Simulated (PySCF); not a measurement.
**Assignment exercise: C4H13FSi3**

Numbering as in the mapped SMILES `[CH3:1][SiH2:2][SiH2:3]/[C:4](=[CH:5]/[F:6])[SiH2:7][CH3:8]`. Each H is labelled by its parent atom.

[PySCF 2.14: σ from GIAO-PBE0/pcSseg-1; coordinates at the GFN2-xTB level; single conformer; averaged over atoms made equivalent by symmetry, fast rotation or ring inversion; no solvent model; non-relativistic]

Scale: ¹³C (σ = 186.93 ppm), ¹H (σ = 31.72 ppm) vs TMS (reference shieldings calculated alike).

(1) Assign these signals to the numbered atoms. ¹³C{¹H} NMR (computed): δ 168.1 (CH), 106.7 (C), -5.9 (CH3), -9.4 (CH3).

(2) Assign these signals to the numbered atoms. ¹H NMR (400 MHz, computed): δ 7.00 (m, 1H), 4.58 (q, 2H), 4.28 (t, 2H), 3.95 (m, 2H), 0.28 (t, 3H), 0.14 (t, 3H).

## Answers

(1) 
| δ (ppm) | atoms | environment | reason |
| --- | --- | --- | --- |
| 168.1 | C5 | alkene CH | – |
| 106.7 | C4 | fully substituted alkene carbon | the olefinic region |
| -5.9 | C8 | methyl carbon bonded to Si | an electropositive neighbour leaves it electron-rich and shielded |
| -9.4 | C1 | methyl carbon bonded to Si | – |

(2) 
| δ (ppm) | atoms | environment | reason |
| --- | --- | --- | --- |
| 7.00 | H(C5) | hydrogen on an alkene CH | a vinylic proton, deshielded by the sp2 carbon and the C=C anisotropy |
| 4.58 | H(Si7) | hydrogen on a silicon bonded to 2 C | – |
| 4.28 | H(Si3) | hydrogen on a silicon bonded to C, Si | – |
| 3.95 | H(Si2) | hydrogen on a silicon bonded to C, Si | – |
| 0.28 | H(C8) | hydrogen on a methyl carbon bonded to Si | an electropositive neighbour shields it, as in TMS itself |
| 0.14 | H(C1) | hydrogen on a methyl carbon bonded to Si | – |

Splittings by ¹⁹F in the carbon and heteronuclear signals aren't shown, as no couplings were computed. Shifts are as computed. Against solution values, carbons near 30 ppm lie about +3 ppm off and those near 130 ppm about +5 ppm. Of 1211 compounds with measured shifts, 218 miss one by over three times the rms of a fit or turn the order of signals round; such compounds aren't used in these exercises. No couplings were computed; multiplicities are counted from neighbouring protons, with m where these are inequivalent, close in shift, in a saturated or five-membered ring or joined by F or P, and br s for small geminal =CH2 splittings.
